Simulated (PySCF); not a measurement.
**Worked example: oscillator strength and radiative lifetime**

BiBr2, SMILES [Br][Bi+][Br] (connectivity only; charge and spin as stated), charge +1, multiplicity 1.

Coordinates come from a B3LYP-D3(BJ)/def2-SVP optimisation. The spin state was assumed, not searched. The isomer is the one that the SMILES or the coordinates give; other isomers of the formula were not compared. The def2 effective core potentials stand for the cores of Bi; spin–orbit coupling is left out.

PySCF with TDDFT-B3LYP/def2-SVPD puts the first singlet state with f over 0.02 at 3.05 eV (vertical), with the transition dipole (0.000, -0.758, 0.000) in atomic units.

Q: Find the oscillator strength, the wavelength and the radiative lifetime that this transition would have in vacuum if emission retraced absorption.

A: 
|μ|² = 0.5746 au, so |μ| = 1.93 D. ΔE = 3.05/27.211 = 0.1121 hartree. f = (2/3) ΔE |μ|² = 0.043 (the program prints 0.043).
λ = 1239.84/3.05 = 407 nm; ν = 24600 cm⁻¹.
Einstein's coefficient A = 0.6670 ν² f s⁻¹ (ν in cm⁻¹) = 1.7e7 s⁻¹, so τ = 1/A = 58 ns. This state is S3; the lower singlets have f = 0.000, 0.000. The figure is the radiative limit of this one transition; relaxation, internal conversion, crossing to triplets and a medium change what is measured.
